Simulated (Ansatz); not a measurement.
Consider the redistribution: `[OH][GeH2][NH][SiH](O)F` + `FC[SiH2]Br` → `O[SiH](F)[SiH2]Br` + `[OH][GeH2][NH]CF`.

Calculated with Ansatz (gas phase, PBE0-D4/def2-TZVP geometries, no zero-point term in ΔE). CBS: MP2 limit from def2 TZ/QZ plus the TZ coupled-cluster correction, frozen cores. DFT in def2-TZVPP. B3LYP here is the variant with VWN-RPA as its local correlation; programs differ in this. For Br, Ge outer-core shells are correlated without core-valence functions, which leaves a few kJ/mol of doubt a bond. Scalar relativity is left out up to krypton. One conformer a species, not always the lowest.

| species | B3LYP energy (Eh) |
| --- | --- |
| `[OH][GeH2][NH][SiH](O)F` | -2675.56695 |
| `FC[SiH2]Br` | -3004.16100 |
| `O[SiH](F)[SiH2]Br` | -3330.94679 |
| `[OH][GeH2][NH]CF` | -2348.74107 |

(1) Work out ΔE.

Largest T1 diagnostic among the species: 0.012.

Answers

(1) ΔE = (-3330.94679) + (-2348.74107) − (-2675.56695) − (-3004.16100) = 0.04009 Eh = +1.09 eV. CCSD(T)/CBS gives +1.19 eV.

From PBE to PBE0 (25 % exact exchange), in def2-TZVPP and without D4, ΔE moves by +0.11 eV.
